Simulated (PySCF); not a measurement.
Z-matrix (Å, degrees):
```
Nb
C 1 2.1776
H 2 1.1090 1 115.01
H 2 1.1101 3 108.89 1 123.27
H 2 1.1128 3 108.64 4 119.04
C 1 2.1825 2 77.47 3 66.50
H 6 1.1076 1 112.50 2 41.33
H 6 1.1106 7 110.12 4 -145.48
H 6 1.1113 7 108.84 8 -118.34
Cl 1 2.2749 2 102.33 3 172.35
Cl 1 2.3256 2 83.73 3 -70.91
Cl 1 2.3410 2 144.40 3 10.67
```
Charge 0, spin multiplicity 1.

Q: Estimate the HOMO–LUMO gap, charge on the central atom (Mulliken), HOMO, dipole moment, LUMO and total energy that TPSSh-D3(BJ)/def2-TZVP // BP86-D3(BJ)/def2-SVP run with PySCF 2.14.0 returns for this input.

A: 
| Property | Result |
|---|---|
| HOMO–LUMO gap | 3.53 eV |
| charge on the central atom (Mulliken) | 1.10 e |
| HOMO | -7.43 eV |
| dipole moment | 2.12 D |
| LUMO | -3.90 eV |
| total energy | -1517.7106 Ha |
